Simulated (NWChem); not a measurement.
System: CH2ClF3Si; SMILES F[Si](F)(CF)Cl

```xyz
8

F     -0.4515    -2.5477     0.0000
C     -1.0476    -1.3110     0.0000
Si     0.2395     0.0471     0.0000
F      1.1894    -0.0487     1.2891
F      1.1894    -0.0487    -1.2891
Cl    -0.6930     1.8575     0.0000
H     -1.6957    -1.2064     0.8887
H     -1.6957    -1.2064    -0.8887
```
Atoms are numbered in this order, from 1.

Program: NWChem. Pople sets run with spherical d functions. Coordinates come from a PBE0/def2-SVP optimisation. Atomic charges in e: unrestrained fits to the electrostatic potential beside Mulliken populations; buried atoms are poorly determined by the fit.

Problem. Estimate the computed values for Hartree-Fock/6-31G*. Quantities: ESP F1; Mulliken F1; ESP C2; Mulliken C2; ESP Si3; Mulliken Si3; ESP F4; Mulliken F4; ESP F5; Mulliken F5; relative RMS misfit of the potential (%).

Solution. 
```json
{
  "ESP F1": "-0.24",
  "Mulliken F1": "-0.43",
  "ESP C2": "0.04",
  "Mulliken C2": "-0.14",
  "ESP Si3": "1.03",
  "Mulliken Si3": "1.51",
  "ESP F4": "-0.33",
  "Mulliken F4": "-0.50",
  "ESP F5": "-0.33",
  "Mulliken F5": "-0.50",
  "relative RMS misfit of the potential (%)": "23"
}
```
